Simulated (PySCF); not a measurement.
**Working out the ionisation energy of Sn**

Sn [Kr] 4d10 5s2 5p2 (3P) → Sn⁺ [Kr] 4d10 5s2 5p1 (2P). Computed with PySCF 2.14 in x2c-QZVPPall (13s9p7d4f1g, 112 functions), with scalar relativity by spin-free X2C-1e. Frozen: [Ar] 3d10. Energies in hartree (1 hartree = 27.21139 eV):

```csv
part,Sn (lower),Sn⁺ (upper)
UHF,-6173.829905,-6173.578178
MP2 opposite-spin,-0.464740,-0.457041
MP2 same-spin,-0.244842,-0.236484
```

Task: What does Hartree-Fock give?

Result: (-6173.578178) − (-6173.829905) = 0.251727 hartree = 6.850 eV.

Task: What do MP2 and SCS-MP2 (6/5 opposite-spin, 1/3 same-spin) give?

Result: The opposite-spin parts differ by 0.210 eV and the same-spin parts by 0.227 eV. MP2: 6.850 + (0.210) + (0.227) = 7.287 eV. SCS-MP2: 6.850 + 1.2 × (0.210) + (0.227)/3 = 7.178 eV.

Measured between the centres of the two terms (NIST): 7.389 eV, so MP2 (valence and next inner shell) is off by -0.102 eV.

What remains against the reference includes basis incompleteness, the frozen core and correlation beyond second order.
